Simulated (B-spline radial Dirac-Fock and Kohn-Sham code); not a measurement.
# X-ray form factors of manganese in several charge states

The computed values come from a radial finite-basis atomic code: configuration-average Dirac-Fock orbitals.

Configurations: Mn [Ar] 3d5 4s2; Mn⁺ [Ar] 3d5 4s1; Mn²⁺ [Ar] 3d5; Mn³⁺ [Ar] 3d4; Mn⁵⁺ [Ar] 3d2. The first column is f₀ of Mn, the others are differences from it.

| s (Å⁻¹) | Mn | Δ Mn⁺ | Δ Mn²⁺ | Δ Mn³⁺ | Δ Mn⁵⁺ |
| --- | --- | --- | --- | --- | --- |
| 0 | 25.000 | -1.000 | -2.000 | -3.000 | -5.000 |
| 0.05 | 24.274 | -0.743 | -1.568 | -2.514 | -4.443 |
| 0.1 | 22.609 | -0.289 | -0.736 | -1.537 | -3.269 |
| 0.15 | 20.759 | -0.016 | -0.135 | -0.742 | -2.190 |
| 0.2 | 19.004 | +0.064 | +0.115 | -0.298 | -1.424 |
| 0.25 | 17.355 | +0.061 | +0.154 | -0.094 | -0.907 |
| 0.3 | 15.798 | +0.040 | +0.115 | -0.011 | -0.551 |
| 0.35 | 14.347 | +0.020 | +0.064 | +0.019 | -0.304 |
| 0.4 | 13.026 | +0.007 | +0.024 | +0.027 | -0.139 |
| 0.45 | 11.854 | -0.001 | -0.001 | +0.026 | -0.034 |
| 0.5 | 10.837 | -0.005 | -0.013 | +0.023 | +0.026 |
| 0.6 | 9.244 | -0.006 | -0.017 | +0.014 | +0.063 |
| 0.7 | 8.136 | -0.003 | -0.010 | +0.008 | +0.051 |
| 0.8 | 7.368 | -0.001 | -0.003 | +0.004 | +0.030 |
| 0.9 | 6.808 | 0.000 | 0.000 | +0.003 | +0.017 |
| 1 | 6.359 | 0.000 | +0.001 | +0.002 | +0.013 |
| 1.1 | 5.963 | 0.000 | +0.001 | +0.003 | +0.016 |
| 1.2 | 5.586 | 0.000 | -0.001 | +0.004 | +0.021 |
| 1.4 | 4.850 | -0.001 | -0.003 | +0.005 | +0.031 |
| 1.6 | 4.144 | -0.001 | -0.004 | +0.005 | +0.034 |
